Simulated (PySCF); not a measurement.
# Polarisability and C₆ of La (lanthanum, neutral)

[Xe] 5d1 6s2, 2D determinant. Calculation: PySCF 2.14, in def2-TZVPPD with the def2 core potential (46 electrons); a scalar-relativistic core potential. Coupled (time-dependent) response in atomic units; α is the mean over directions.

```tsv
method	mean α (bohr³)	α xx, yy, zz	C₆ (like pair)	S(−4)
PBE	187.0	182.9, 182.9, 195.3	3135	17290
PBE0	200.4	195.1, 195.1, 211.0	3435	20210
TPSS	203.6	199.1, 199.1, 212.6	3527	20720
r2SCAN0	217.1	217.1, 217.1, 217.2	4045	22520
```

S(−4) is the Cauchy moment in α(ω) = α(0) + S(−4) ω² + …

Reference α: 215 ± 20 bohr³ (recommended; Schwerdtfeger and Nagle, table of static dipole polarizabilities (2023 update)). Published C₆: 3730 (Gould and Bucko (2016)).

Spin-orbit coupling is absent.

α(iu) at PBE0:

| u (hartree) | α(iu) (bohr³) |
| --- | --- |
| 0 | 200.4 |
| 0.0500 | 161.7 |
| 0.100 | 107.1 |
| 0.200 | 52.49 |
| 0.300 | 32.39 |
| 0.500 | 17.43 |
| 0.750 | 10.50 |
| 1.00 | 7.159 |
| 1.50 | 3.950 |
| 2.00 | 2.480 |
| 3.00 | 1.218 |
| 5.00 | 0.4670 |

A single London oscillator, α(iu) = α/(1 + u²/ω²), gives C₆ = (3/4) ω α². Matching the computed C₆ needs ω = 4 × 3435 / (3 × 200.4²) = 0.114 hartree.

The components differ because the open shell of this determinant is not spherical; for a pure term their mean is the scalar polarisability.

⟨L²⟩ = 8.55 against 6 for a pure D term, so this real determinant mixes terms. Energies and moments cover only the electrons outside the core potential. Spin-orbit coupling, absent here, splits the open shell strongly. ⟨S²⟩ = 1.39 against 0.75 shows spin contamination. The s, p, d and f populations moved away from the nominal configuration during the SCF.
